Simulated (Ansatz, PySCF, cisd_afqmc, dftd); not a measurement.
Species: SOF₂, charge 0, singlet. SOF2 (SMILES FS(=O)F).
B3LYP-D3(BJ)/def2-TZVP minimum from Ansatz (a quantum-chemistry and plane-wave program):
```
S
O 1 1.4239
F 1 1.6063 2 106.51
F 1 1.6063 2 106.51 3 98.37
```

Property: enthalpy of formation at 298 K (by atomisation, with ideal-gas terms from PySCF's Hessian at B3LYP-D3(BJ)/def2-TZVP and the atoms' measured values of the G2/97 table; no spin-orbit terms), in kJ/mol. UHF or UKS for unpaired electrons; spin-orbit terms are left out. Cores are frozen in correlated methods. Rows without X2C or -DK are non-relativistic. AFQMC/CISD: phaseless, guided by CISD from CCSD amplitudes; bars are statistical, one sigma. Outlying blocks are dropped, and bars are widened where a walk drifts. Over all cases where full CI ran beside it in this data, AFQMC minus full CI had a median of +0.1 mEh and passed +0.4 mEh in a tenth of the cases. CBS(X,Y): correlation extrapolated as X^-3, Hartree-Fock from the larger set (Q,5: extrapolated as (X+1)exp(-9√X)). A bracket is a step between two methods taken in the basis named. Functionals run without relativity, which enters their misses. Double hybrids freeze cores in their MP2 part. '+ core + X2C': CCSD(T) terms for core correlation (cc-pwCVTZ, 1s frozen past Ne) and scalar relativity (cc-pVTZ-DK).

```json
[
 {"level": "HF/cc-pV(Q+d)Z", "program": "Ansatz", "enthalpy of formation at 298 K (kJ/mol)": "74.0", "difference against the last row": "679.6"},
 {"level": "HF/CBS(cc-pV(Q+d)Z,cc-pV(5+d)Z)", "program": "Ansatz", "enthalpy of formation at 298 K (kJ/mol)": "70.5", "difference against the last row": "676.1"},
 {"level": "B2PLYP-D3(BJ)/def2-TZVPD", "program": "Ansatz + dftd3", "enthalpy of formation at 298 K (kJ/mol)": "-571.6", "difference against the last row": "34.0"},
 {"level": "CCSD(T)/CBS(cc-pV(Q+d)Z,cc-pV(5+d)Z) + core + X2C", "program": "Ansatz", "enthalpy of formation at 298 K (kJ/mol)": "-599.8", "difference against the last row": "5.8"},
 {"level": "CCSDT(Q)/cc-pV(D+d)Z", "program": "Ansatz", "enthalpy of formation at 298 K (kJ/mol)": "-318.4", "difference against the last row": "287.2"},
 {"level": "AFQMC/CISD/cc-pV(T+d)Z", "program": "cisd_afqmc", "enthalpy of formation at 298 K (kJ/mol)": "-509.0 ± 1.1", "difference against the last row": "96.6"},
 {"level": "AFQMC/CISD/cc-pV(Q+d)Z", "program": "cisd_afqmc", "enthalpy of formation at 298 K (kJ/mol)": "-566.3 ± 1.1", "difference against the last row": "39.3"},
 {"level": "CCSD(T)/CBS(cc-pV(Q+d)Z,cc-pV(5+d)Z) + [AFQMC/CISD - CCSD(T)]/cc-pV(Q+d)Z + core + X2C", "program": "Ansatz + cisd_afqmc", "enthalpy of formation at 298 K (kJ/mol)": "-604.0 ± 1.1", "difference against the last row": "1.6"},
 {"level": "CCSD(T)/CBS(cc-pV(Q+d)Z,cc-pV(5+d)Z) + [CCSDT(Q) - CCSD(T)]/cc-pV(D+d)Z + core + X2C", "program": "Ansatz", "enthalpy of formation at 298 K (kJ/mol)": "-605.6", "difference against the last row": "0.0"}
]
```
